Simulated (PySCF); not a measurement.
C4H6O2S.
Z-matrix (Å and degrees, PBE0-D3(BJ)/def2-SVP geometry), rows numbered from 1:
```
C 
C   1  1.3290
S   2  1.7754  1  119.49
O   3  1.4609  2  107.14  1   134.93
O   3  1.4610  2  108.07  1     1.96
C   3  1.7748  2  103.18  1  -111.23
C   6  1.3290  3  119.42  2  -112.32
H   1  1.0933  2  121.18  3  -177.17
H   1  1.0946  2  119.84  3     1.93
H   2  1.0936  1  125.76  3   176.93
H   6  1.0935  3  114.72  2    70.77
H   7  1.0933  6  121.21  3  -176.84
H   7  1.0947  6  119.79  3     2.24
```

The calculation used PBE0-D3(BJ)/def2-SVP geometry optimisation, gas phase (PySCF).

Take the most abundant isotopes and a rigid rotor. The values belong to one conformer with, in the numbering `[CH2:1]=[CH:2][S:3](=[O:4])(=[O:5])[CH:6]=[CH2:7]`, C1–C2–S3–O4 135°, C2–S3–C6–C7 -112°.

Problem. What are A, B and C (MHz)?

Solution. Ia = 135.53, Ib = 282.44, Ic = 301.69 u·Å²; 505379 MHz·u·Å²/I gives A = 3729, B = 1789, C = 1675 MHz.

Problem. Classify the top.

Solution. An asymmetric top; Ray's κ = -0.889.

Problem. Is it planar, by Δ = Ic − Ia − Ib?

Solution. Not planar: Δ = Ic − Ia − Ib = -116.27 u·Å². For a rigid frame Δ = −2 Σ m c², so Σ m c² = 58.14 u·Å² lies off the ab plane: 6.67 from hydrogen and 51.47 from heavier atoms. The atom farthest from that plane is 1.55 Å away.

Problem. Give the coordinates in the principal-axis frame, origin at the centre of mass.

Solution. The sense of each axis is arbitrary; atoms in the order of the calculation.
```csv
atom,mass (u),a (Å),b (Å),c (Å)
C1,12.000,2.422,-0.832,-0.018
C2,12.000,1.247,-0.754,-0.633
S3,31.972,0.000,0.339,0.001
O4,15.995,-0.566,1.054,-1.140
O5,15.995,0.558,1.043,1.153
C6,12.000,-1.238,-0.773,0.619
C7,12.000,-2.420,-0.835,0.015
H8,1.008,3.226,-1.461,-0.411
H9,1.008,2.602,-0.247,0.890
H10,1.008,0.970,-1.280,-1.551
H11,1.008,-0.952,-1.319,1.522
H12,1.008,-3.221,-1.471,0.401
H13,1.008,-2.608,-0.229,-0.877
```

Problem. Where do the levels up to J = 3 lie, in MHz?

Solution. Above 0(0,0):
J = 1: 1(0,1) 3465, 1(1,1) 5404, 1(1,0) 5518
J = 2: 2(0,2) 10389, 2(1,2) 12219, 2(1,1) 12562, 2(2,1) 18381, 2(2,0) 18385
J = 3: 3(0,3) 20763, 3(1,3) 22438, 3(1,2) 23123, 3(2,2) 28774, 3(2,1) 28799, 3(3,1) 38761, 3(3,0) 38761
The levels of one J sum to (2J + 1)J(J + 1)(A + B + C)/3.

Problem. Which lines would a microwave search look for?

Solution. The dipole components are |μa| = 0.00 D, |μb| = 4.39 D, |μc| = 0.00 D; the symmetry axis of this C2 structure is b, so μa and μc vanish by symmetry and there are no a-type or c-type lines. Some lines, for components of 0.1 D or more:

| type | branch | J(Ka,Kc) | MHz | lower level (cm⁻¹) |
| --- | --- | --- | --- | --- |
| b | Q | 1(1,0) ← 1(0,1) | 2054 | 0.116 |
| b | Q | 2(1,1) ← 2(0,2) | 2173 | 0.347 |
| b | Q | 3(1,2) ← 3(0,3) | 2361 | 0.693 |
| b | R | 4(2,2) ← 3(3,1) | 3940 | 1.293 |
| b | R | 3(1,2) ← 2(2,1) | 4743 | 0.613 |
| b | R | 2(0,2) ← 1(1,1) | 4984 | 0.180 |
| b | R | 1(1,1) ← 0(0,0) | 5404 | 0.000 |
| b | Q | 4(2,2) ← 4(1,3) | 5502 | 1.241 |
| b | Q | 3(2,1) ← 3(1,2) | 5675 | 0.771 |
| b | Q | 2(2,1) ← 2(1,2) | 6162 | 0.408 |
| b | Q | 3(2,2) ← 3(1,3) | 6336 | 0.748 |
| b | Q | 4(2,3) ← 4(1,4) | 6570 | 1.203 |
| b | R | 3(0,3) ← 2(1,2) | 8544 | 0.408 |
| b | Q | 3(3,0) ← 3(2,1) | 9962 | 0.961 |
| b | Q | 3(3,1) ← 3(2,2) | 9987 | 0.960 |
| b | Q | 4(3,2) ← 4(2,3) | 10000 | 1.422 |
| b | R | 3(1,3) ← 2(0,2) | 12050 | 0.347 |
| b | Q | 4(4,0) ← 4(3,1) | 13968 | 1.756 |
| b | R | 4(1,4) ← 3(0,3) | 15296 | 0.693 |
| b | R | 3(2,2) ← 2(1,1) | 16213 | 0.419 |
| b | R | 3(2,1) ← 2(1,2) | 16580 | 0.408 |
| b | R | 4(2,2) ← 3(1,3) | 20263 | 0.748 |
| b | R | 3(3,1) ← 2(2,0) | 20375 | 0.613 |
| b | R | 4(3,1) ← 3(2,2) | 23855 | 0.960 |
| b | R | 4(4,1) ← 3(3,0) | 27836 | 1.293 |

Problem. Estimate the classical rotational partition function at 100 K, 200 K and 500 K.

Solution. Point group C2, symmetry number σ = 2; q = (√π/σ)·√((kT/h)³/(ABC)), k/h = 20836.6 MHz/K: 25200 at 100 K, 71300 at 200 K, 282000 at 500 K.

PBE0-D3(BJ)/def2-SVP frequencies: not computed here. These are rigid-rotor constants of the computed structure; measured ground-state constants (B0) also hold zero-point vibration.

Hardware: Intel Xeon Platinum 8488C, one thread, shared host with 192 logical CPUs at a one-minute load of 74. Cost: 38 s wall, 0.52 GiB resident at most. That covers the optimisation of the geometry.
